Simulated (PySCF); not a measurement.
C4H9FSi, SMILES C[SiH](C)/C=C\F.

Coordinates come from a PBE0-D3(BJ)/def2-SVP optimisation. The structure was generated by enumeration; whether it is a known compound was not checked. Other conformers were not sampled.

Method: PBE/def2-TZVP run with PySCF.

| Quantity | Result |
|---|---|
| total energy | -546.82117 hartree |
| point group | Cs |
| highest occupied level | -6.31 eV |
| lowest empty level | -1.24 eV |
| orbital gap | 5.07 eV |
| dipole moment | 0.61 D |
| quadrupole, principal values (traceless, Buckingham form, about the centre of nuclear charge) | -4.38, -1.85, 6.23 D·Å |
| mean static polarisability | 76.7 bohr³ (11.37 Å³) |
| polarisability, principal values | 71.2, 73.0, 86.0 bohr³ |
